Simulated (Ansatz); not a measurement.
Reaction (isomerisation): `[SiH3]C([SiH3])=[Se]` → `[SeH][SiH]1C[SiH2]1`

Isolated molecules relaxed with PBE0-D4/def2-TZVP in Ansatz; ΔE leaves out vibrations. CCSD(T)/CBS adds triple-zeta CCSD(T) − MP2 to the extrapolated MP2 energy (def2 sets, frozen cores). DFT in def2-TZVPP. B3LYP here is the variant with VWN-RPA as its local correlation; programs differ in this. For Se outer-core shells are correlated without core-valence functions, which leaves a few kJ/mol of doubt a bond. Scalar relativity is left out up to krypton. Each species was taken in one conformer, which may not be the lowest.

Q: Is it downhill or uphill in electronic energy at CCSD(T)/CBS, and by how much? (Estimate.)

A: Computed: Downhill: ΔE = -0.88 eV.

Q: What do these levels give: PBE-D4, r2SCAN-D4, PBE0-D4, r2SCAN, B3LYP, MP2/def2-TZVPP, SCS-MP2/def2-TZVPP, HF/def2-QZVPP, MP2/def2-QZVPP, SCS-MP2/def2-QZVPP, MP2/CBS(def2), CCSD/CBS(def2)? (Estimate.)

A: The calculation gave: PBE-D4 -1.15, r2SCAN-D4 -1.15, PBE0-D4 -1.24, r2SCAN -1.16, B3LYP -0.86, MP2/def2-TZVPP -0.86, SCS-MP2/def2-TZVPP -0.72, HF/def2-QZVPP -0.71, MP2/def2-QZVPP -0.88, SCS-MP2/def2-QZVPP -0.74, MP2/CBS(def2) -0.91, CCSD/CBS(def2) -0.91 eV.

Largest T1 diagnostic among the species: 0.014.

In def2-TZVPP, CCSD(T) changes the Hartree–Fock value by −0.11 eV (the triples alone add +0.03 eV) and MP2 by −0.14 eV. From PBE to PBE0 (25 % exact exchange), in def2-TZVPP and without D4, ΔE moves by −0.09 eV.
